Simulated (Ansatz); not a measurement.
Species: sum formula NbOCl (charge 0, triplet). The spin state was set by rule; other spins were not relaxed. 
Geometry from a B3LYP-D3(BJ)/def2-TZVP (Ansatz, a program for electronic structure) optimisation:
```xyz
3

Nb     0.3301     0.3638    -0.2273
O     -0.8845     1.2682    -0.9838
Cl    -0.3800    -1.4741     1.0111
```
Charge 0, spin multiplicity 3.

Wanted: atomisation energy (electronic, to ground-state atoms), in kJ/mol. Cores are frozen in the correlated levels unless marked. Open shells are spin-unrestricted. No spin-orbit coupling. The frozen core is the preceding noble-gas configuration, with the filled d and f shells of earlier blocks. Past Kr the def2 sets carry scalar-relativistic core potentials. STO-3G rows are all-electron and non-relativistic. The coupled-cluster limit lacks core correlation, which all-electron functionals hold. CBS marks a two-point X^-3 extrapolation of the correlation energy; Hartree-Fock from the larger set. [CCSD(T)-MP2]/basis is that difference in the basis named.

| level | program | atomisation energy (kJ/mol) |
|---|---|---|
| BLYP-D4/def2-TZVPD | Ansatz + dftd4 | 1236.2 |

### Question
Estimate the value at RI-MP2/CBS(def2-TZVPPD,def2-QZVPPD)+[CCSD(T)-MP2]/def2-TZVPPD as computed with Ansatz.

### Answer
1189.5 kJ/mol
